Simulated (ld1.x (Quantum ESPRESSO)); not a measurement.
## LDA (PZ) RRKJ dataset for zinc, scalar-relativistic all-electron reference.

```
Element                 : Zn (Z = 30)
Generator               : ld1.x (Quantum ESPRESSO) 7.5
Type                    : norm-conserving RRKJ (Kleinman–Bylander form)
Functional              : LDA (PZ)
Relativity              : scalar-relativistic
Frozen core             : [Ne]
Valence charge          : 20
Reference configuration : 3s2 3p6 3d9 4s0 4p0 (charge +3)
Partial waves           : 3s (bound): rc 1.10 bohr; 3p (bound): rc 1.05 bohr; 3d (bound): rc 1.05 bohr
Local potential         : all-electron potential smoothed inside 0.95 bohr (lloc = -2)
Core correction         : none
```

All-electron outer shells of the reference configuration (LDA (PZ), scalar-relativistic, ld1.x):

```
shell  level (eV)  outermost node (bohr)  outermost maximum (bohr)
   2p    -1046.10                      –                      0.15
   3s     -170.53                   0.28                      0.59
   3p     -124.98                   0.25                      0.59
   3d      -51.06                      –                      0.56
   4s      -35.67                   0.83                      1.75
   4p      -26.61                   0.89                      2.01
```

(1) Estimate the cutoffs (Ry, on a coarse ladder) from which the occupation-weighted sum of valence levels, in a spherical-Bessel basis at the reference potential, stays within 10 and 1 mRy of its value at 400 Ry.

(2) What does a ghost test show?

(3) Which valence shell sets the plane-wave cutoff?

## Answers

(1) 160 Ry and 260 Ry.

(2) Ghost state, extra bound levels that the all-electron valence spectrum of the same l lacks: s at -107.0 eV. A true bound ghost makes a file unfit for plane-wave use.

(3) 3d: its level needs 160 Ry to come within 1 mRy, against 100 Ry for 3p.

Its largest configuration-test error is +46 meV (3s2 3p6 3d8 4s0 4p0). 6 of 9 tests not solved or not reliable. Not counted: 3s1 3p6 3d10 4s2 4p0 (solver errors, printed error -19.4 eV); 3s2 3p6 3d10 4s2 4p0 (solver errors, printed error -16.5 eV); 3s2 3p6 3d10 4s1 4p1 (solver errors, printed error -10.4 eV); 3 more.
